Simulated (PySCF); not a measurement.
Chromium: a sound run and one with changed settings

Sound run: Cr [Ar] 3d5 4s1, Cr⁺ [Ar] 3d5. Computed with PySCF 2.14 in cc-pVDZ (6s5p3d1f, 43 functions), with no relativity, point nucleus. The sound run starts from symmetry-adapted Hartree-Fock orbitals and uses a fine grid where one is needed.

Changed run: 26 angular points. This setting is unsound on purpose.

| species | method | sound run (hartree) | changed run (hartree) | converged |
| --- | --- | --- | --- | --- |
| Cr | UHF | -1043.35507 | -1043.35507 | yes |
| Cr | M06-L | -1044.39065 | -1044.39065 | yes |
| Cr | M06-2X | n/a | -1044.38184 | no |
| Cr⁺ | UHF | -1043.13784 | -1043.13784 | yes |
| Cr⁺ | M06-L | -1044.14352 | -1044.14352 | yes |
| Cr⁺ | M06-2X | -1044.14351 | -1044.14351 | yes |

Ionisation energy of Cr:

| method | sound run (eV) | changed run (eV) |
| --- | --- | --- |
| UHF | 5.911 | 5.911 |
| M06-L | 6.725 | 6.725 |

A coarse angular grid integrates products of high-l functions wrongly, so density functionals can shift, and the SCF can exploit the error; Hartree-Fock and MP2 need no grid.

For comparison, NIST gives 6.767 eV between the lowest levels.
